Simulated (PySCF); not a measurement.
Identify the unknown among the candidates.

All candidates are C6H7NO.

- 13C NMR: chemical shifts (computed TMS as zero) by class: 154.9 (1 C), 144.0 (1 C), 131.8 (1 C), 129.9 (1 C), 124.4 (1 C), 21.7 (1 C) ppm [GIAO PBE0/pcSseg-1]
- NMR, other nuclei: isotropic shieldings of nuclei other than C and H, by class: -67 (1 N), -132 (1 O) ppm [GIAO PBE0/pcSseg-1]
- 1H NMR: chemical shifts (computed TMS as zero) by class: 8.44 (1 H), 7.43 (1 H), 7.30 (1 H), 6.98 (1 H), 2.53 (3 H) ppm [GIAO PBE0/pcSseg-1]
- Dipole: 3.56 D [PBE0/pcSseg-1]
- Rotational structure: rotational constants A, B, C: 3.583, 2.315, 1.419 GHz [GFN2-xTB]

Electronic properties: PySCF, gas phase, density fitting. Levels stand in brackets. Geometry: GFN2-xTB; no solvent, vibrations or thermal averaging. NMR values are class means; diastereotopic atoms form classes of their own.

**Question.** Which candidate is it?
A. `Cc1cccc[n+]1[O-]`
B. `COC1(CC#N)C=C1`
C. `O=CNC1=CCC=C1`

**Answer.** A. It is `Cc1cccc[n+]1[O-]`. Numbering: `[CH3:1][c:2]1[cH:3][cH:4][cH:5][cH:6][n+:7]1[O-:8]`. Its formula, C6H7NO, gives 4 degrees of unsaturation: 1 ring and 3 π bonds in the structure found (Kekulé form). 6 carbons fall into 6 classes; from least to most shielded: substituted aromatic carbon [C2] (154.9 ppm), aromatic CH next to a ring nitrogen [C6] (144.0 ppm), aromatic CH carbon [C3] (131.8 ppm), aromatic CH carbon [C5] (129.9 ppm), aromatic CH carbon [C4] (124.4 ppm), benzylic-type carbon [C1] (21.7 ppm). Hydrogen classes from least to most shielded: 1 H on an aromatic CH next to a ring nitrogen, C6 (8.44 ppm), 1 H on an aromatic CH carbon, C3 (7.43 ppm), 1 H on an aromatic CH carbon, C5 (7.30 ppm), 1 H on an aromatic CH carbon, C4 (6.98 ppm), 3 H on a benzylic-type carbon, C1 (2.53 ppm, a mean of values up to 0.7 ppm apart in this geometry). The other shieldings belong to: -67 ppm, N-oxide nitrogen [N7]; -132 ppm, N-oxide oxygen [O8]. The optimised geometry has point group Cs and is an asymmetric top.

The others, at the same levels:
- `COC1(CC#N)C=C1` fails: it has 5 carbon classes against 6; its computed 13C shifts are 132.5 (2 C), 125.3 (1 C), 59.6 (1 C), 55.9 (1 C), 29.7 (1 C) ppm, 1H shifts are 8.02 (2 H), 3.64 (3 H), 2.47 (2 H) ppm and rotational constant A is 2.947 GHz (against 3.583 GHz).
- `O=CNC1=CCC=C1` fails: its computed 13C shifts are 158.1 (1 C), 149.4 (1 C), 143.7 (1 C), 138.6 (1 C), 113.8 (1 C), 41.6 (1 C) ppm, 1H shifts are 8.22 (1 H), 8.21 (1 H), 6.77 (1 H), 6.40 (1 H), 5.60 (1 H), 3.08 (2 H) ppm and rotational constant A is 5.510 GHz (against 3.583 GHz).

Each candidate is one conformer, not necessarily the lowest. Dipoles, sizes and rotational constants follow the conformer. The torsions of the flexible species, by atom-mapped SMILES:
- `[CH3:1][O:2][C:3]1([CH2:4][C:5]#[N:6])[CH:7]=[CH:8]1`: C1–O2–C3–C4 93°, O2–C3–C4–C5 -82°
- `[O:1]=[CH:2][NH:3][C:4]1=[CH:5][CH2:6][CH:7]=[CH:8]1`: O1–C2–N3–C4 0°, C2–N3–C4–C5 180°
